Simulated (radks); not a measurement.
Ionisation of the palladium ion Pd2+, [Kr] 4d8, to [Kr] 4d7 as the strength of local exchange is varied. All-electron calculation, scalar-relativistic Kohn-Sham, Slater X-alpha exchange (alpha = 2/3 is LDA exchange), no correlation, spin-polarised, spherical densities, finite nucleus; open shells are filled with parallel spins first (spin-orbit coupling, left out, can overturn this in heavy ions); Fermi nuclear charge, rms radius 4.5318 fm. Program: a radial shooting solver on a logarithmic mesh with Libxc functionals.

[
 {"alpha": "0.613", "E(Pd2+) (hartree)": "-5024.90007", "exchange (hartree)": "-122.94668", "IE (eV)": "30.868", "-e of the level emptied (eV)": "24.264 (4d)", "<r> of it (bohr)": "1.406"},
 {"alpha": "0.632", "E(Pd2+) (hartree)": "-5028.71955", "exchange (hartree)": "-126.85243", "IE (eV)": "31.211", "-e of the level emptied (eV)": "24.584 (4d)", "<r> of it (bohr)": "1.401"},
 {"alpha": "0.667", "E(Pd2+) (hartree)": "-5035.76293", "exchange (hartree)": "-134.06211", "IE (eV)": "31.851", "-e of the level emptied (eV)": "25.180 (4d)", "<r> of it (bohr)": "1.390"},
 {"alpha": "0.806", "E(Pd2+) (hartree)": "-5063.83104", "exchange (hartree)": "-162.88516", "IE (eV)": "34.481", "-e of the level emptied (eV)": "27.644 (4d)", "<r> of it (bohr)": "1.352"},
 {"alpha": "0.906", "E(Pd2+) (hartree)": "-5084.11850", "exchange (hartree)": "-183.80883", "IE (eV)": "36.460", "-e of the level emptied (eV)": "29.511 (4d)", "<r> of it (bohr)": "1.326"},
 {"alpha": "0.914", "E(Pd2+) (hartree)": "-5085.74492", "exchange (hartree)": "-185.48950", "IE (eV)": "36.622", "-e of the level emptied (eV)": "29.664 (4d)", "<r> of it (bohr)": "1.324"},
 {"alpha": "0.992", "E(Pd2+) (hartree)": "-5101.62894", "exchange (hartree)": "-201.92848", "IE (eV)": "38.221", "-e of the level emptied (eV)": "31.180 (4d)", "<r> of it (bohr)": "1.304"},
 {"alpha": "0.995", "E(Pd2+) (hartree)": "-5102.24082", "exchange (hartree)": "-202.56265", "IE (eV)": "38.284", "-e of the level emptied (eV)": "31.240 (4d)", "<r> of it (bohr)": "1.304"}
]

NIST Atomic Spectra Database: 32.930 eV (semi-empirical). The Delta-SCF value meets it near alpha = 0.72. Open shells are spherical and high-spin; term and fine-structure splittings are not resolved.
